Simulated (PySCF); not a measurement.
PySCF input:

```python
from pyscf import gto, scf, dft

mol = gto.M(
    atom='''
    Si    0.00107769   -0.00268426    0.49256016
    F     1.11248875   -0.75428203   -0.38966015
    F    -1.11416515    0.75845754   -0.37654454
    ''',
    basis='def2-tzvpd',
    charge=1,
    spin=1,
    verbose=4,
)

mf = dft.UKS(mol, xc='m062x').density_fit(auxbasis='def2-universal-jkfit')
mf.grids.level = 4
mf.conv_tol = 1e-9
mf.max_cycle = 100
mf.max_memory = 1500
mf.kernel()
if not mf.converged:
    mf = mf.newton()
    mf.kernel(mf.make_rdm1())
for _ in range(2):
    mo, _, stable, _ = mf.stability(return_status=True)
    if stable:
        break
    mf.kernel(mf.make_rdm1(mo, mf.mo_occ))
mf.analyze()
```

Problem. Which total energy does the run end on?

Solution. -488.89460 Eh (M06-2X/def2-TZVPD).

This state (charge 1, doublet) is run at the relaxed geometry of the species with charge 0 and multiplicity 3.
